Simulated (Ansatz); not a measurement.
BGaH₅NSi, relaxed with RKS PBE0-D4/def2-TZVP in Ansatz from a PBE-D4/def2-SVP geometry. The force threshold is 0.005 eV/Å; the program also tests the step.

Total charge 0; spin multiplicity 1. The bonds changed during the relaxation, so this is another structure than the one it started from.

Start:

```xyz
9

B    -0.958   -0.388    1.052
N     0.119    0.350    0.502
Si    0.729    0.114   -1.156
Ga   -1.777   -0.086    3.128
H    -1.429   -1.238    0.289
H     0.573    1.083    1.058
H     0.988   -1.344   -1.399
H     2.012    0.891   -1.301
H    -0.258    0.617   -2.172
```

Task: How much energy does the relaxation release, and in how many steps? (Best estimate.)

Result: Ansatz gave: 0.04 eV, in 14 steps, 1 of them rejected.

Task: Which bonds change most? (Estimate.)

Result: The calculation gave: N2–Si3 from 1.783 to 1.750 Å; B1–H5 from 1.235 to 1.216 Å; Si3–H9 from 1.503 to 1.484 Å; Si3–H8 from 1.506 to 1.489 Å.

Task: Give the relaxed structure. (Best estimate.)

Result: Computed: 
```xyz
9

B    -0.972   -0.343    1.017
N     0.152    0.332    0.506
Si    0.725    0.100   -1.130
Ga   -1.771   -0.103    3.098
H    -1.494   -1.091    0.213
H     0.662    0.980    1.090
H     1.103   -1.318   -1.354
H     1.920    0.964   -1.331
H    -0.324    0.479   -2.108
```
